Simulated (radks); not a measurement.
Task: These are the eigenvalues of the occupied orbitals of an atom or ion with whole-number occupations (Ry). Method: non-relativistic Kohn-Sham, HCTH/407, spin-polarised, spherical densities, point nucleus; computed with a radial shooting solver on a logarithmic mesh with Libxc functionals.

orbital  eigenvalue
1s up     -1234.550
1s down   -1234.429
2s up     -236.7836
2s down   -236.6984
2p up     -224.2583
2p down   -224.1274
3s up     -91.04476
3s down   -90.40426
3p up     -86.70418

Which element is it, and in what charge state? The configuration may be excited. Open shells, if any, are filled with parallel spins first.

Result: Z = 38, strontium, charge +25: Sr25+ in [Ne] 3s2 3p1. The list shows which subshells hold electrons but not how many an open one holds; the 1s level, -617.27 hartree, gives Z - s = 35.1 by -(Z - s)^2/2, which with screening narrows Z to a few neighbours, and the depths of the outer levels then fix element, charge and occupations together.
